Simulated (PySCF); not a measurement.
**Cu⁺: excitation energy**

Cu⁺ [Ar] 3d10 (1S) → Cu⁺ [Ar] 3d9 4s1 (3D), as a difference of total energies. All numbers are calculated (PySCF 2.14, scalar relativity by spin-free X2C-1e, in x2c-TZVPPall (6s5p4d2f1g, 64 functions)). Correlated levels: valence: [Ar] frozen. The calculations carry no spin-orbit coupling.

```
           method  excitation energy (cm⁻¹)
              UHF                    5819.2
    MP2 (valence)                     27889
SCS-MP2 (valence)                     25633
   CCSD (valence)                     20395
CCSD(T) (valence)                     21467
```

Errors of the correlated levels include the incompleteness of this basis and the frozen core.

The basis was made for the ground configuration and has no added diffuse functions, so the excitation energy can come out too high.

For comparison: 22649 cm⁻¹ (measured; NIST levels, between the centres of gravity of the two terms).
